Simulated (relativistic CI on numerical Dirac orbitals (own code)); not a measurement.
# Magnetism of Pr3+, 4f2, in a crystal field

Calculated by Dirac-Coulomb-Breit CI, separate exchange-only KLI orbitals for each configuration, a model potential for QED, valence Slater integrals scaled by 0.8, one configuration in a parametric crystal field (own radial code).

Field parameters in Wybourne normalisation; cubic f-shell fields have B⁴₄ = √(5/14) B⁴₀ and B⁶₄ = −√(7/2) B⁶₀. The field is a parameter set, without covalency.

S is read from ⟨S²⟩ = S(S + 1).

Powder χT (cm³ K mol⁻¹) by Van Vleck's formula, with temperature-independent terms:

| Field | 2 K | 5 K | 10 K | 20 K | 50 K | 100 K | 200 K | 300 K |
| --- | --- | --- | --- | --- | --- | --- | --- | --- |
| D3d, B20 = 480, B40 = -960, B43 = -1360, B60 = -450, B63 = 450, B66 = -270 cm⁻¹ | 0.773 | 0.818 | 0.892 | 1.02 | 1.24 | 1.37 | 1.48 | 1.55 |
| D3d, B20 = -560, B40 = -280, B43 = -160, B60 = 170, B63 = 780, B66 = -110 cm⁻¹ | 0.287 | 0.564 | 0.765 | 0.946 | 1.23 | 1.44 | 1.56 | 1.61 |
| D3h, B20 = -160, B40 = -790, B60 = -530, B66 = 240 cm⁻¹ | 0.34 | 0.414 | 0.535 | 0.742 | 1.14 | 1.43 | 1.58 | 1.62 |
| D4h, B20 = 2370, B40 = 100, B44 = -810, B60 = 720, B64 = 280 cm⁻¹ | 0.245 | 0.593 | 0.948 | 1.17 | 1.28 | 1.36 | 1.46 | 1.52 |
| D4h, B20 = 1750, B40 = 1880, B44 = 550, B60 = -200, B64 = -90 cm⁻¹ | 0.621 | 1.04 | 1.17 | 1.22 | 1.26 | 1.3 | 1.38 | 1.46 |
| Oh, B40 = -1190, B60 = -430 cm⁻¹ | 1.02 | 1.04 | 1.08 | 1.15 | 1.28 | 1.4 | 1.52 | 1.58 |

For D4h, B20 = 2370, B40 = 100, B44 = -810, B60 = 720, B64 = 280 cm⁻¹: what effective moment follows at 300 K?

μ_eff = √(8χT) = 3.49 μB. The LS value g√(J(J + 1)) of the free ion's ³H4 level is 3.58 μB.
